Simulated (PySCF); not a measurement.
Estimate the missing entries of this data sheet.

C7H7ClS.
SMILES: `C/C(Cl)=C\c1cccs1`

Conformer (atom-mapped SMILES and torsion angles): `[CH3:1]/[C:2]([Cl:3])=[CH:4]\[c:5]1[cH:6][cH:7][cH:8][s:9]1`: C2–C4–C5–C6 23°.

| property | level | value |
| --- | --- | --- |
| point group of the GFN2-xTB geometry | GFN2-xTB | ? |
| rotational constants A, B, C of the GFN2-xTB geometry | GFN2-xTB | ? |
| dipole moment | PBE0/pcSseg-1 | 2.10 D |
| HOMO energy | PBE0/pcSseg-1 | ? |
| LUMO energy | PBE0/pcSseg-1 | ? |
| 13C chemical shifts (computed TMS as zero) by class | GIAO PBE0/pcSseg-1 | ? |
| 1H chemical shifts (computed TMS as zero) by class | GIAO PBE0/pcSseg-1 | ? |
| isotropic shieldings of nuclei other than C and H, by class | GIAO PBE0/pcSseg-1 | ? |

Gas-phase values; electronic properties from PySCF, density fitting. Isolated species at its GFN2-xTB geometry (one conformer only). NMR classes are plain means over equivalent atoms (diastereotopic ones count apart unless rotation or inversion swaps them), as if these changed places fast; in this geometry the members of some classes differ.

**Question.** Give the point group of the GFN2-xTB geometry.

**Answer.** C1.

**Question.** Give the LUMO energy.

**Answer.** -1.28 eV.

**Question.** Give the isotropic shieldings of nuclei other than C and H, by class.

**Answer.** 260 (1 S), 654 (1 Cl) ppm.

**Question.** The rotational constants A, B, C of the GFN2-xTB geometry?

**Answer.** 3.108, 0.584, 0.499 GHz.

**Question.** What is the HOMO energy?

**Answer.** -6.27 eV.

**Question.** What are the 1H chemical shifts (computed TMS as zero) by class?

**Answer.** 7.18 (1 H), 7.16 (1 H), 6.96 (1 H), 6.87 (1 H), 2.46 (3 H) ppm.

**Question.** The 13C chemical shifts (computed TMS as zero) by class?

**Answer.** 150.4 (1 C), 144.6 (1 C), 133.7 (1 C), 132.5 (1 C), 129.1 (1 C), 127.3 (1 C), 26.9 (1 C) ppm.

With B = h/(8π²I), that is 505.379 GHz u Å² over I, the principal moments of inertia are 162.6, 865.6 and 1013.1 u Å² (most abundant isotopes). The rotational constants make it an asymmetric top with κ = (2B − A − C)/(A − C) = -0.93, nearer the prolate limit (−1). The dipole equals about 7.0 × 10⁻³⁰ C·m (1 D = 3.33564 × 10⁻³⁰ C·m).
